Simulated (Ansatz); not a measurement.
Born–Oppenheimer molecular dynamics of CH3Cl + H5NSi (12 atoms, charge 0, multiplicity 1). It starts from a relaxed structure.

All numbers below come from Ansatz, UKS r2SCAN-D4/STO-3G.

```yaml
ensemble: NVT, Langevin thermostat
time_step: 2.5 fs
steps_asked: 40
set_temperature: 2000 K
friction: 0.005 /fs
seed: 843686
```

First frame:

```xyz
12
Properties=species:S:1:pos:R:3
Si -1.006 -0.442 -1.485
N 0.562 0.247 -0.956
H -1.081 -1.786 -0.962
H -2.048 0.402 -0.949
H -1.133 -0.489 -2.932
H 0.684 1.200 -1.384
H 1.346 -0.309 -1.381
C 0.682 0.304 1.957
Cl -0.910 -0.443 2.517
H 1.494 -0.311 2.376
H 0.728 1.322 2.376
H 0.683 0.304 0.823
```

Task: What does the run give?

Result: All steps were run.

```yaml
steps_done: 40
time_covered: 100 fs
mean_temperature_over_the_second_half: 9194 K
spread_of_the_potential_energy_over_the_second_half: 19.0 meV per atom
mean_potential_energy_of_the_second_half_above_the_start: 542.4 meV per atom
```

The temperature shot up to 12000 K, far beyond the bath's, so the integration failed: the time step of 2.5 fs is too long for the fastest motions that this run met, and the later frames carry no physical meaning.

Task: What happens to the structure?

Result: Parted: N2–H7 1.05 → 27.90 Å. It ends as CH3Cl + H + H4NSi. Pairs count as bonded within 1.25 times the sum of covalent radii (0.12 Å more for H–H). This is one draw of velocities; another would differ in detail.

Task: How do temperature and energy run in time?

Result: 
```
time (fs)  T (K)  potential energy less start (eV)
      0.0   1833                             0.000
      7.5   1201                             1.820
     15.0    869                             2.059
     22.5   1292                             1.449
     30.0   1492                             1.515
     37.5   1780                             5.309
     45.0   2936                             4.536
     52.5  11042                             6.521
     60.0  10306                             7.025
     67.5   9953                             6.240
     75.0   9281                             6.405
     82.5   8834                             6.811
     90.0   8197                             6.093
     97.5   7118                             6.374
```

Time of the run: 2 min on 1 thread of Intel(R) Xeon(R) 6975P-C (Granite Rapids) (shared host), peak memory 0.21 GiB.
